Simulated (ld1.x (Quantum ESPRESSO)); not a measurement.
## What one change does to a pseudopotential (indium, RRKJ)

In, norm-conserving RRKJ (Kleinman–Bylander form), made with ld1.x (Quantum ESPRESSO) 7.5 (LDA (PZ), scalar-relativistic). Core [Ar] 3d10, reference 4s2 4p6 4d10 5s0 5p0 (charge +3). Waves: 4p (bound): rc 1.55 bohr; 4d (bound): rc 1.60 bohr; 4s (bound): rc 1.05 bohr. Local part: the s channel. Core correction: a·sin(br)/r model core inside 0.60 bohr.

Change: wave 4p (bound): rc 1.55 bohr becomes 4p (bound): rc 1.26 bohr.

Cutoffs: the cutoffs (Ry, on a coarse ladder) from which the occupation-weighted sum of valence levels, in a spherical-Bessel basis at the reference potential, stays within 10 and 1 mRy of its value at 400 Ry; they do not see the model core or the augmentation charge, which bear on the density cutoff. Errors are all-electron minus pseudo energies relative to the spin-unpolarised reference configuration.

Problem. What does the change do?

Solution. The potential gets neither clearly harder nor softer (140 Ry and 230 Ry → 140 Ry and 260 Ry); the s channel sets the loose cutoff, while the largest relative change is in p, which becomes harder; of the 9 tests that both files solve, the error grows in 0 and shrinks in 3 by more than 15 % and 0.3 meV (median size 935.5 → 935.1 meV); neither file shows a bound ghost. Less of the atom is replaced, so other configurations are described better.

```csv
quantity,base,changed
"cutoff, loose",140 Ry,140 Ry
"cutoff, tight",230 Ry,260 Ry
loose cutoff by channel (10 mRy a level),"p 40 Ry, d 55 Ry, s 140 Ry","p 70 Ry, d 55 Ry, s 140 Ry"
bound ghosts,none,none
"error for 4s2 4p6 4d10 5s2 5p1, meV [ΔE -54.00 eV]",+1024,+937
"error for 4s2 4p6 4d10 5s2 5p0, meV [ΔE -48.40 eV]",+936,+935
"error for 4s2 4p6 4d10 5s1 5p0, meV [ΔE -28.74 eV]",+567,+567
"error for 4s2 4p6 4d9 5s2 5p2, meV [ΔE -35.79 eV]",+1724,+1438
"error for 4s2 4p6 4d10 5s1 5p1, meV [ΔE -41.71 eV]",+815,+670
"error for 4s2 4p6 4d9 5s0 5p0, meV [ΔE 56.61 eV]",+12,+9.7
"error for 4s2 4p5 4d10 5s2 5p1, meV [ΔE 31.55 eV]",+1626,+1429
"error for 4s2 4p6 4d10 5s2 5p1 (spin-polarised), meV [ΔE -54.11 eV]",+1024,+937
"error for 4s2 4p6 4d10 5s1 5p0 (spin-polarised), meV [ΔE -28.96 eV]",+561,+561
s: phases at 1.76 bohr within 0.05 rad from the reference energy up to (Ry; the scan ends near 5),-3.1,-3.1
p: phases at 1.76 bohr within 0.05 rad from the reference energy up to (Ry; the scan ends near 5),-2.2,-1.5
d: phases at 1.76 bohr within 0.05 rad from the reference energy up to (Ry; the scan ends near 5),2.6,2.6
```
